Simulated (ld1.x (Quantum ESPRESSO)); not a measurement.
**Before and after: RRKJ potential for Ti (Z = 22)**

- Element: titanium
- Generator: ld1.x (Quantum ESPRESSO) 7.5
- Type: norm-conserving RRKJ (Kleinman–Bylander form)
- Functional: LDA (PZ)
- Relativity: scalar-relativistic
- Frozen core: [Ar]
- Valence charge: 4
- Reference configuration: 3d2 4s2 4p0
- Partial waves: 4p (bound, empty): rc 2.90 bohr; 3d (bound): rc 1.50 bohr; 4s (bound): rc 2.30 bohr
- Local potential: the s channel
- Core correction: Bessel-smoothed model core inside 0.75 bohr

All-electron outer shells of the reference configuration (LDA (PZ), scalar-relativistic, ld1.x):

| shell | level (eV) | outermost node (bohr) | outermost maximum (bohr) |
| --- | --- | --- | --- |
| 3s | -62.26 | 0.40 | 0.87 |
| 3p | -38.78 | 0.37 | 0.90 |
| 4s | -4.60 | 1.25 | 2.88 |
| 3d | -4.46 | – | 0.97 |
| 4p | -1.54 | 1.39 | 3.80 |

Change: wave 4s (bound): rc 2.30 bohr becomes 4s (bound): rc 2.14 bohr.

Cutoffs: the cutoffs (Ry, on a coarse ladder) from which the occupation-weighted sum of valence levels, in a spherical-Bessel basis at the reference potential, stays within 10 and 1 mRy of its value at 400 Ry; they do not see the model core or the augmentation charge, which bear on the density cutoff. Errors are all-electron minus pseudo energies relative to the spin-unpolarised reference configuration.

Problem. Predict the effect on cutoff, ghosts and configuration errors.

Solution. The potential gets neither clearly harder nor softer (70 Ry and 80 Ry → 70 Ry and 80 Ry); the d channel sets the loose cutoff, while the largest relative change is in s, which becomes harder; of the 9 tests that both files solve, the error grows in 0 and shrinks in 1 by more than 15 % and 0.3 meV (median size 38.0 → 38.5 meV); neither file shows a bound ghost.

| quantity | base | changed |
| --- | --- | --- |
| cutoff, loose | 70 Ry | 70 Ry |
| cutoff, tight | 80 Ry | 80 Ry |
| loose cutoff by channel (10 mRy a level) | d 60 Ry, s 6 Ry | d 60 Ry, s 10 Ry |
| bound ghosts | none | none |
| error for 3d2 4s1 4p0, meV [ΔE 7.54 eV] | -4.3 | -2.7 |
| error for 3d2 4s0 4p0, meV [ΔE 21.34 eV] | -41 | -36 |
| error for 3d1 4s0 4p0, meV [ΔE 48.53 eV] | -619 | -662 |
| error for 3d3 4s0 4p0, meV [ΔE 7.56 eV] | -317 | -283 |
| error for 3d2 4s0 4p2, meV [ΔE 6.43 eV] | -12 | -12 |
| error for 3d2 4s0 4p1, meV [ΔE 11.38 eV] | -15 | -14 |
| error for 3d2.5 4s1.5 4p0, meV [ΔE 0.32 eV] | -59 | -53 |
| error for 3d2 4s2 4p0 (spin-polarised), meV [ΔE -0.67 eV] | +38 | +38 |
| error for 3d2 4s1 4p0 (spin-polarised), meV [ΔE 6.29 eV] | +37 | +39 |
| s: phases at 3.17 bohr within 0.05 rad from the reference energy up to (Ry; the scan ends near 5) | 1.5 | 1.1 |
| p: phases at 3.17 bohr within 0.05 rad from the reference energy up to (Ry; the scan ends near 5) | 3.7 | 3.3 |
| d: phases at 3.17 bohr within 0.05 rad from the reference energy up to (Ry; the scan ends near 5) | 0.4 | 0.4 |
